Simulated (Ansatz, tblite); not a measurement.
Cost and result up the ladder for GeF₂⁻ (3 atoms). The state is a doublet with charge -1. Geometry: PBE-D4/def2-TZVPD.

Cartesian coordinates in Å:
```
Ge -0.470 -0.679 0.145
F -0.354 0.481 -1.320
F 0.824 0.198 1.175
```

Ansatz on 4 threads of Arm Neoverse V1 on a shared host; xTB runs through tblite on one thread. Times are rough, summed over both states, and most runs start from the orbitals of an earlier one. CCSD(T)/def2-TZVPPD serves as the yardstick here, not as an exact answer. Differences are given only for rows in sets of like size (and for xTB, whose basis is part of the method), since another set adds its own error. The other state is a quartet at its own geometry.

The xTB rows come from tblite. HSE06 is defined as in plane-wave codes, on full-range PBE exchange. Correlated methods freeze 11 core orbitals; core or outer-core shells of Ge are correlated, in sets that lack core-valence functions. The structure comes from a short search, and lower isomers may exist.

Correlated methods converge slowly with the basis.

xTB has no spin-polarisation term.

```json
{"level": "B2PLYP/def2-TZVPD", "functions": "134", "quartet − doublet (eV)": "5.09", "difference from CCSD(T)/def2-TZVPPD (eV)": "0.21", "remarks": "–"}
{"level": "PBE0-D4/def2-TZVPD", "functions": "134", "quartet − doublet (eV)": "4.85", "difference from CCSD(T)/def2-TZVPPD (eV)": "-0.04", "remarks": "HOMO above zero (doublet), HOMO above zero (quartet)"}
{"level": "B97M-V/def2-TZVPD", "functions": "134", "quartet − doublet (eV)": "5.02", "difference from CCSD(T)/def2-TZVPPD (eV)": "0.13", "remarks": "HOMO above zero (doublet), HOMO above zero (quartet)"}
{"level": "r2SCAN-D4/def2-TZVPD", "functions": "134", "quartet − doublet (eV)": "4.72", "difference from CCSD(T)/def2-TZVPPD (eV)": "-0.16", "remarks": "HOMO above zero (doublet), HOMO above zero (quartet)"}
{"level": "GFN1-xTB", "functions": "17", "quartet − doublet (eV)": "5.43", "difference from CCSD(T)/def2-TZVPPD (eV)": "0.55", "remarks": "–"}
{"level": "r2SCANh-D4/def2-TZVPD (with forces)", "functions": "134", "quartet − doublet (eV)": "4.74", "difference from CCSD(T)/def2-TZVPPD (eV)": "-0.15", "remarks": "HOMO above zero (doublet), HOMO above zero (quartet)"}
{"level": "MP2/def2-TZVPD", "functions": "134", "quartet − doublet (eV)": "4.83", "difference from CCSD(T)/def2-TZVPPD (eV)": "-0.06", "remarks": "–"}
{"level": "HF/STO-3G", "functions": "28", "quartet − doublet (eV)": "6.18", "difference from CCSD(T)/def2-TZVPPD (eV)": "–", "remarks": "HOMO above zero (doublet), HOMO above zero (quartet)"}
{"level": "CCSD(T)/def2-TZVPPD", "functions": "134", "quartet − doublet (eV)": "4.89", "difference from CCSD(T)/def2-TZVPPD (eV)": "0.00", "remarks": "–"}
{"level": "PBE-D4/def2-TZVPD", "functions": "134", "quartet − doublet (eV)": "4.81", "difference from CCSD(T)/def2-TZVPPD (eV)": "-0.07", "remarks": "HOMO above zero (doublet), HOMO above zero (quartet)"}
{"level": "LDA (SPW92)/def2-TZVPD", "functions": "134", "quartet − doublet (eV)": "5.04", "difference from CCSD(T)/def2-TZVPPD (eV)": "0.16", "remarks": "HOMO above zero (doublet), HOMO above zero (quartet)"}
{"level": "RPA@PBE/def2-TZVPD", "functions": "134", "quartet − doublet (eV)": "4.83", "difference from CCSD(T)/def2-TZVPPD (eV)": "-0.06", "remarks": "–"}
{"level": "GFN2-xTB", "functions": "17", "quartet − doublet (eV)": "7.55", "difference from CCSD(T)/def2-TZVPPD (eV)": "2.66", "remarks": "–"}
{"level": "HSE06-D4/def2-TZVPD", "functions": "134", "quartet − doublet (eV)": "4.83", "difference from CCSD(T)/def2-TZVPPD (eV)": "-0.05", "remarks": "HOMO above zero (doublet), HOMO above zero (quartet)"}
```

(1) Estimate how long each takes.

Results:

(1) GFN1-xTB 0.004 s; GFN2-xTB 0.004 s; HF/STO-3G 0.25 s; LDA (SPW92)/def2-TZVPD 1.4 s; PBE-D4/def2-TZVPD 2.4 s; MP2/def2-TZVPD 2.4 s; PBE0-D4/def2-TZVPD 3.6 s; HSE06-D4/def2-TZVPD 3.7 s; RPA@PBE/def2-TZVPD 4 s; B2PLYP/def2-TZVPD 5 s; r2SCAN-D4/def2-TZVPD 6.2 s; r2SCANh-D4/def2-TZVPD (with forces) 7.6 s; B97M-V/def2-TZVPD 9 s; CCSD(T)/def2-TZVPPD 31 s. On shared hardware such times vary by a factor of up to 3.
